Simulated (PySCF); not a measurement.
Relaxation of singlet [BrH4]-

These are results of PySCF, PBE0, basis Br def2-TZVPD, H def2-TZVPD (no relativity, density fitting), not measurements. A (50,194) grid was used.

A hand-made square planar start, of D4h symmetry, held to at least that symmetry:

```xyz
5
charge -1 multiplicity 1, angstrom
Br    0.0000    0.0000    0.0000
H     1.4600    0.0000    0.0000
H     0.0000    1.4600    0.0000
H    -1.4600    0.0000    0.0000
H     0.0000   -1.4600    0.0000
```

Optimiser trace:
| step | E − E(last) (kJ/mol) | largest gradient (Eh/bohr) |
| --- | --- | --- |
| 0 | 185.92 | 0.08017 |
| 1 | 54.18 | 0.03697 |
| 2 | 10.26 | 0.01430 |
| 3 | 0.84 | 0.00381 |
| 4 | 0.02 | 0.00052 |
| 5 | 0.00 | 0.00002 |

It ends at D4h with Br–H 1.741 Å (×4); H–Br–H 90.0° (×4), H–Br–H 180.0° (×2). A frequency run shows a minimum.

Final geometry:
Z-matrix (Å, degrees; charge -1 multiplicity 1):
```
Br
H  1 1.7406
H  1 1.7406 2 90.00
H  1 1.7406 3 90.00 2 180.00
H  1 1.7406 2 90.00 3 180.00
```

The relaxation took roughly 40 core-seconds on a shared host.
